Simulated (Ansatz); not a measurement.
Rb3⁺, relaxed as a singlet with RKS B3LYP/def2-TZVP in Ansatz, starting from the GFN2-xTB geometry. Force threshold 0.02 eV/Å.

In the def2 sets Rb takes a core potential; there is no spin–orbit coupling. The restricted singlet is unstable towards broken spin symmetry in Hartree–Fock (as tested in another run); at B3LYP/def2-TZVP this wasn't settled. The structure comes from a short search, and lower isomers may exist.

Start:

```xyz
3

Rb   -2.074   -0.480   -1.169
Rb    2.130   -0.309   -1.125
Rb   -0.057    0.789    2.294
```

Estimate the energy that the relaxation releases and the steps that it takes.

13.4 kJ/mol, in 6 steps; 11 s on 4 threads of Arm Neoverse V2 on a shared host. No frequencies were taken in this run, so the end may be a saddle point.

Does the start keep its bonding and symmetry?

By distances, no bond broke or formed. The bond that changes most is Rb1–Rb3, from 4.20 to 4.71 Å (atoms count from 1). The end is the same structure that another start reached, the lowest one found. Point group D3h at the start, D3h at the end, both within 0.05 Å.

Predict the relaxed structure.


```xyz
3

Rb   -2.319   -0.538   -1.309
Rb    2.382   -0.346   -1.259
Rb   -0.063    0.884    2.568
```
Bond lengths (bridged metal pairs left out): 3 × Rb–Rb 4.70 to 4.71 Å.
